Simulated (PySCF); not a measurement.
**W³⁺: interval between two levels**

W³⁺ [Xe] 4f14 5d3 [4F9/2, M_J = 9/2] → W³⁺ [Xe] 4f14 5d2 6p1 [4G11/2, M_J = 11/2], as a difference of total energies. All numbers are calculated (PySCF 2.14, the two-component X2C-1e Hamiltonian, in x2c-SVPall-2c with one added diffuse shell each of s, d type (8s9p10d2f, 99 functions)). "Screened" scales the spin-orbit matrix elements by Boettger's factors to mimic the two-electron term; Breit and QED terms are absent.

```
                   method  interval between two levels (cm⁻¹)
          GHF (spin-free)                              121100
GHF (screened spin-orbit)                              123720
```

The labels give the starting determinants; with spin-orbit coupling the two ends relaxed to ⟨J²⟩ = 24.76, ⟨L²⟩ = 14.01, ⟨S²⟩ = 3.20 and ⟨J²⟩ = 35.75, ⟨L²⟩ = 20.70, ⟨S²⟩ = 3.67.
